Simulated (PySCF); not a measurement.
Species: 4a,8a-azaboranaphthalene, C₈H₈BN.
Structure used (PBE0-D3(BJ)/def2-SVP), in Å, numbered top down from 1:
```
atom  x, y, z in Å
C1     2.604    0.465   -0.342
C2     1.501    1.274   -0.376
B3     0.114    0.646   -0.400
C4    -1.243    1.338   -0.438
C5    -2.382    0.581   -0.456
C6    -2.315   -0.845   -0.439
C7    -1.121   -1.499   -0.405
N8     0.079   -0.828   -0.385
C9     1.247   -1.553   -0.351
C10    2.470   -0.956   -0.329
H11    3.617    0.881   -0.323
H12    1.647    2.359   -0.384
H13   -1.337    2.428   -0.452
H14   -3.375    1.043   -0.483
H15   -3.230   -1.440   -0.454
H16   -1.062   -2.590   -0.392
H17    1.136   -2.641   -0.342
H18    3.356   -1.593   -0.302
```

Computed with PySCF at PBE0/def2-SVPD, non-relativistic, on one gas-phase PBE0-D3(BJ)/def2-SVP geometry that isn't relaxed in the solvent. The solvent is an IEF-PCM continuum (cavity from Bondi-type radii × 1.2), and excitations are vertical TDDFT with non-equilibrium linear response and a frozen core. The model holds no explicit solvent molecules, cavitation or dispersion.

Gas-phase singlets (H = HOMO, L = LUMO):

| state | E (eV) | λ (nm) | f | leading configurations |
| --- | --- | --- | --- | --- |
| S1 | 4.454 | 278 | 0.008 | H→L 71%, H-1→L+1 28% |
| S2 | 4.537 | 273 | 0.008 | H-1→L 58%, H→L+1 38% |
| S3 | 5.143 | 241 | 0.375 | H→L+1 56%, H-1→L 34% |
| S4 | 5.494 | 226 | 0.330 | H-1→L+1 68%, H→L 27% |
| S5 | 6.156 | 201 | 0.000 | H→L+3 96% |

Q: How does the list change in benzene (ε = 2.271)?

A: 
```json
{"state": "S1", "E (eV)": "4.448", "λ (nm)": "279", "f": "0.015", "leading configurations": "H→L 74%, H-1→L+1 26%", "change by rank (eV)": "-0.006"}
{"state": "S2", "E (eV)": "4.505", "λ (nm)": "275", "f": "0.014", "leading configurations": "H-1→L 60%, H→L+1 36%", "change by rank (eV)": "-0.032"}
{"state": "S3", "E (eV)": "5.029", "λ (nm)": "247", "f": "0.588", "leading configurations": "H→L+1 60%, H-1→L 34%", "change by rank (eV)": "-0.114"}
{"state": "S4", "E (eV)": "5.337", "λ (nm)": "232", "f": "0.461", "leading configurations": "H-1→L+1 71%, H→L 25%", "change by rank (eV)": "-0.157"}
{"state": "S5", "E (eV)": "6.173", "λ (nm)": "201", "f": "0.000", "leading configurations": "H→L+3 96%", "change by rank (eV)": "+0.017"}
```

Q: Give the list for dimethylsulfoxide (ε = 46.83), n² = 2.19.

A: 
```
state  E (eV)  λ (nm)      f  leading configurations  change by rank (eV)
   S1   4.460     278  0.014    H→L 74%, H-1→L+1 26%               +0.006
   S2   4.499     276  0.010    H-1→L 58%, H→L+1 38%               -0.038
   S3   5.048     246  0.601    H→L+1 57%, H-1→L 36%               -0.095
   S4   5.335     232  0.452    H-1→L+1 71%, H→L 25%               -0.159
   S5   6.144     202  0.000               H→L+3 97%               -0.012
```

Q: How do the frontier levels move from gas to dimethylsulfoxide?

A: 
```tsv
orbital	gas (eV)	solvent (eV)	change (eV)	Löwdin shares, gas	Löwdin shares, solvent
LUMO+2	0.63	0.64	+0.01	B3 12 %, C9 12 %, C7 12 %, N8 11 %	B3 12 %, C9 12 %, C7 12 %, N8 12 %
LUMO+1	-0.80	-0.86	-0.06	N8 15 %, C1 13 %, C5 13 %, B3 10 %	N8 15 %, C5 14 %, C1 14 %, B3 11 %
LUMO	-1.19	-1.22	-0.03	C4 12 %, C2 12 %, C7 11 %, C9 11 %	C2 12 %, C4 12 %, C9 11 %, C7 11 %
HOMO	-6.50	-6.55	-0.05	C2 14 %, C4 14 %, C9 13 %, C7 13 %	C2 14 %, C4 14 %, C9 13 %, C7 13 %
HOMO-1	-6.68	-6.74	-0.06	C6 14 %, C10 14 %, B3 14 %, N8 11 %	C6 14 %, C10 14 %, B3 14 %, N8 11 %
HOMO-2	-8.52	-8.61	-0.09	C5 16 %, C1 16 %, C4 13 %, C2 13 %	C5 16 %, C1 16 %, C4 13 %, C2 13 %
HOMO-3	-8.87	-8.88	-0.01	B3 21 %, C4 17 %, C2 17 %, C5 10 %	B3 21 %, C4 17 %, C2 17 %, C5 10 %
```

The HOMO–LUMO gap goes from 5.31 to 5.33 eV.
